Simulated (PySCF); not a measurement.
# Sm(2+) (samarium, charge +2) across methods

[Xe] 4f5 6p1, one real determinant (an excited configuration). Calculation: PySCF 2.14, in ANO-RCC-VTZP; the spin-free X2C one-electron Hamiltonian (Gaussian nucleus).

```tsv
method	E (hartree)	mean ε 5p β (eV)	mean ε 4f α (eV)	mean ε 6p α (eV)	Σ⟨r²⟩ (bohr²)	⟨S²⟩
PBE	-10425.01	-41.952	-26.897	-12.699	57.12	12.002
LDA	-10417.21	-42.185	-27.024	-12.710	56.80	12.002
PBE0	-10424.97	-43.812	-29.937	-13.124	57.40	12.002
UHF	-10421.50448	-48.023	-38.325	-13.978	58.85	12.004
```

(1) Estimate the same row for r2SCAN.

⟨L²⟩ = 26.01 against 42 for a pure I term, so this real determinant mixes terms. Spin-orbit coupling, absent here, splits the open shell strongly.

## Answers

(1) E (hartree) = -10425.32; mean ε 5p β (eV) = -42.581; mean ε 4f α (eV) = -27.473; mean ε 6p α (eV) = -12.702; Σ⟨r²⟩ (bohr²) = 57.46; ⟨S²⟩ = 12.004.
